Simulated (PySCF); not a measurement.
```xyz
6
charge 0 multiplicity 1, angstrom
Co    1.1495    0.0000    0.0000
Co   -1.1495    0.0000    0.0000
H     0.0000    1.0918    0.0000
H     0.0000   -1.0918    0.0000
H     2.7496    0.0000    0.0000
H    -2.7496    0.0000    0.0000
```

Computed with PBE0/[Co def2-TZVP, H def2-TZVP], no relativity, density fitting, PySCF.

This geometry of Co2H4 is a stationary point at this level.

(1) What is the point group?

(2) Is it a minimum?

(3) What are the dipole moment and the gap between the highest occupied and lowest empty levels?

(4) Give the atomic charges and bond orders.

Results:

(1) D2h.

(2) No: it has 2 imaginary modes, at 801i cm⁻¹ (b2u), 396i cm⁻¹ (b3u).

(3) 0.00 D and 1.76 eV.

(4) 
```tsv
atom	Mulliken	Löwdin	polar tensor	Mayer order to Co1
Co1	0.10	0.13	0.60	–
Co2	0.10	0.13	0.60	1.40
H3,4	0.01	0.02	0.00	0.51
H5	-0.11	-0.15	-0.60	0.87
H6	-0.11	-0.15	-0.60	0.09
```
Other Mayer orders above 0.3: Co–H 0.51 (×2), Co–H 0.87.

Stability towards spin polarisation was not tested. This need not be the most stable arrangement of these atoms.
